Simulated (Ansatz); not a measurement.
The same path of CHBSe (4 atoms, charge 0, multiplicity 1) was run twice with different band settings. Lost on the way: B1–H4. Made: B1–Se3, C2–H4.

Level of theory: RKS PBE/def2-SVP (Ansatz).

Relaxed end points:

```xyz
4
Properties=species:S:1:pos:R:3
B -0.314 0.676 -0.370
C 0.209 -0.457 0.257
Se 0.864 -1.863 1.019
H -0.759 1.643 -0.906
```

```xyz
4
Properties=species:S:1:pos:R:3
B -0.791 0.124 1.051
C -0.054 0.310 -0.243
Se 0.717 -1.227 0.408
H 0.128 0.793 -1.216
```

Common settings: movable images 9; climbing image yes; optimiser quadratic models (default); start path through a guess of the saddle point; force threshold 0.05 eV/Å; iteration limit 60; end points relaxed.

| run | spring |
| --- | --- |
| 1 | 5.0 eV/Å² |
| 2 | 0.5 eV/Å² |

Q: What does each run give, and how far can it be trusted?

A: Run 1: converged after 12 iterations, highest image 1.740 eV above the first end. A vibrational analysis at the climbing image gives one clearly imaginary mode, 788i cm⁻¹: a first-order saddle point.
Run 2: converged after 12 iterations, highest image 1.740 eV above the first end. Another band between the same ends (9 images) ends at a top of the same energy, where a vibrational analysis finds 1 clearly imaginary mode.
The orbitals stay closed-shell, which can raise the energy where a bond breaks towards radicals; this wasn't checked here.
